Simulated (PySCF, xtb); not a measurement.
H3NO3S, SMILES NS(O)(=O)=O. The values are those of a single conformer.

Harmonic wavenumbers (cm⁻¹) from GFN2-xTB in xtb at its own minimum, in rising order: 100, 221, 297, 354, 438, 447, 471, 644, 714, 800, 827, 863, 1150, 1322, 1397, 3496, 3549, 3626.

Problem. What does PBE-D3(BJ)/def2-SVP (PySCF 2.14.0) give at its own minimum? (An estimate is asked for; the answer gives what the named calculation found.)

Solution. 10, 288, 307, 390, 446, 478, 479, 600, 741, 832, 1040, 1077, 1164, 1368, 1495, 3435, 3554, 3640. Paired by order, the mean absolute difference is 57 cm⁻¹ and the zero-point energies are 29.6 and 30.5 kcal/mol.
